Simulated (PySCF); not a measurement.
Ionisation energy of Cu by level of theory

Cu [Ar] 3d10 4s1 (2S) → Cu⁺ [Ar] 3d10 (1S), as a difference of total energies. Calculation: PySCF 2.14, in cc-pVTZ-DK (7s6p4d2f1g, 68 functions); the spin-free X2C one-electron Hamiltonian (Gaussian nucleus). Correlated levels: valence: [Ar] frozen. The calculations carry no spin-orbit coupling.

| method | ionisation energy (eV) | error (eV) |
| --- | --- | --- |
| UHF | 6.574 | -1.152 |
| B3LYP | 8.207 | +0.481 |
| PBE0 | 7.931 | +0.205 |
| MP2 (valence) | 7.475 | -0.251 |
| SCS-MP2 (valence) | 7.326 | -0.400 |

Reference: 7.726 eV (measured; NIST Atomic Spectra Database, ionization energies).

Errors of the correlated levels include the incompleteness of this basis and the frozen core.
